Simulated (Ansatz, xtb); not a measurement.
**C4H11BSi: which of two isomers lies lower**

Structure a: `C[C@@H]1CBC[SiH2]1`, a singlet. Structure b: `CB1CCC[SiH2]1`, a singlet. Both are isolated molecules in the gas phase, relaxed with B3LYP/def2-SVP; the shapes shown needn't be the lowest conformers.

a (Å):

```tsv
atom	x (Å)	y (Å)	z (Å)
C	-0.7861	-0.8041	1.9761
C	-0.8818	-0.6899	0.4515
C	0.4849	-0.5877	-0.2785
C	-1.0626	0.6814	-2.0145
B	0.3594	0.0875	-1.6985
Si	-1.8517	0.7836	-0.2901
H	-1.7779	-0.9102	2.4461
H	-0.3072	0.0875	2.4161
H	-0.1848	-1.6796	2.2781
H	-1.4008	-1.5904	0.0679
H	1.0713	-1.5251	-0.2565
H	1.1360	0.1408	0.2617
H	1.3091	0.1852	-2.4438
H	-1.5881	-0.1632	-2.5152
H	-1.1144	1.5339	-2.7069
H	-3.3388	0.6303	-0.2514
H	-1.5019	2.0654	0.4011
```

b (Å):

```xyz
17

C    -0.7228   -0.5684    2.3628
C    -0.1294   -1.1689   -0.2871
C    -0.5901   -0.7630   -1.7073
C    -0.5724    0.7770   -1.8559
B    -0.6844   -0.2128    0.8395
Si   -1.2930    1.4342   -0.2071
H    -1.7645   -0.9019    2.5573
H    -0.0666   -1.4038    2.6596
H    -0.5604    0.2871    3.0377
H    -0.2435   -2.2489   -0.0834
H     0.9685   -0.9823   -0.1959
H    -1.6214   -1.1294   -1.8620
H     0.0213   -1.2494   -2.4872
H     0.4699    1.1346   -1.9455
H    -1.1014    1.1132   -2.7614
H    -0.7857    2.7868    0.1853
H    -2.7894    1.5274   -0.2854
```

Quicker runs give these differences E(b) − E(a): GFN2-xTB +6.3 kcal/mol; HF/STO-3G +4.5 kcal/mol (at GFN2-xTB geometries); r2SCAN-D4/def2-SVP +3.7 kcal/mol (at GFN2-xTB geometries).

Q: Estimate E(b) − E(a) at the level CCSD(T)/def2-SVP + ΔMP2/def2-TZVPP.

A: Calculated at CCSD(T)/def2-SVP + ΔMP2/def2-TZVPP: E(b) − E(a) = +5.2 kcal/mol, so structure a lies lower.

The same difference at several levels:

```tsv
level	geometry	E(b) − E(a) (kcal/mol)	departure from the last row (kcal/mol)	job, with rough time for the two
GFN2-xTB	GFN2-xTB	+6.3	+1.1	optimisation, 0.25 s
HF/STO-3G	GFN2-xTB	+4.5	−0.6	single point, 0.32 s
r2SCAN-D4/def2-SVP	GFN2-xTB	+3.7	−1.4	single point, 3.2 s
B3LYP/def2-SVP	B3LYP/def2-SVP	+3.0	−2.1	optimisation, 66 s
HF/def2-SVP	B3LYP/def2-SVP	+5.2	0.0	part of the CCSD(T) run
MP2/def2-SVP	B3LYP/def2-SVP	+5.5	+0.3	part of the CCSD(T) run
CCSD(T)/def2-SVP	B3LYP/def2-SVP	+4.1	−1.1	single point
CCSD(T)/def2-SVP + ΔMP2/def2-TZVPP	B3LYP/def2-SVP	+5.2		single point, 45 s
```

As drawn, b has 1 B–Si, 1 C–H in place of 1 C–Si, 1 B–H.

None of the levels shown reverses the order. The largest departure from CCSD(T)/def2-SVP + ΔMP2/def2-TZVPP is that of B3LYP/def2-SVP, 2.1 kcal/mol. The last row adds to CCSD(T) the change of the MP2 difference between the two basis sets, here +1.1 kcal/mol.

With thermal terms from frequencies at re-optimised GFN2-xTB minima (ideal gas, soft modes damped towards free rotors, one conformer each, 298.15 K, 1 atm): on the last row, ΔE + ΔZPE = +6.3, ΔH = +6.5, ΔG = +5.9 kcal/mol.

The correlated steps freeze 10 core orbitals. Mirror images aren't counted in ΔG. Codes used: Ansatz 0.2.0, xtb 6.7.1; the last row on 4 threads of Arm Neoverse V2 on a shared host.
